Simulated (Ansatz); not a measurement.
Reaction (formal exchange of groups at the Se–B bond): `C[B]([GeH3])[SeH]` + `[SiH3][TeH]` → `[SeH][SiH2][TeH]` + `C[BH][GeH3]`

Calculated with Ansatz (gas phase, PBE0-D4/def2-TZVP geometries, no zero-point term in ΔE). CCSD(T)/CBS adds triple-zeta CCSD(T) − MP2 to the extrapolated MP2 energy (def2 sets, frozen cores). DFT in def2-TZVPP. Elements past krypton have def2 core potentials. For Ge, Se, Te outer-core shells are correlated without core-valence functions, which leaves a few kJ/mol of doubt a bond. Scalar relativity is left out up to krypton. One conformer a species, not always the lowest.

(1) Is it downhill or uphill in electronic energy at CCSD(T)/CBS, and by how much? (An estimate is asked.)

(2) What do these levels give: ωB97M-V, r2SCAN, HF/def2-TZVPP, SCS-MP2/def2-TZVPP, MP2/CBS(def2), CCSD/CBS(def2)? (An estimate is asked.)

Largest T1 diagnostic among the species: 0.012.

Answers

(1) Ansatz gave: Uphill: ΔE = +35.8 kJ/mol.

(2) The calculation gave: ωB97M-V 32.5, r2SCAN 36.4, HF/def2-TZVPP 22.8, SCS-MP2/def2-TZVPP 38.6, MP2/CBS(def2) 35.3, CCSD/CBS(def2) 32.3 kJ/mol.

From PBE to PBE0 (25 % exact exchange), in def2-TZVPP and without D4, ΔE moves by −3.3 kJ/mol. In def2-TZVPP, CCSD(T) changes the Hartree–Fock value by +19.0 kJ/mol (the triples alone add +3.4 kJ/mol) and MP2 by +18.5 kJ/mol.
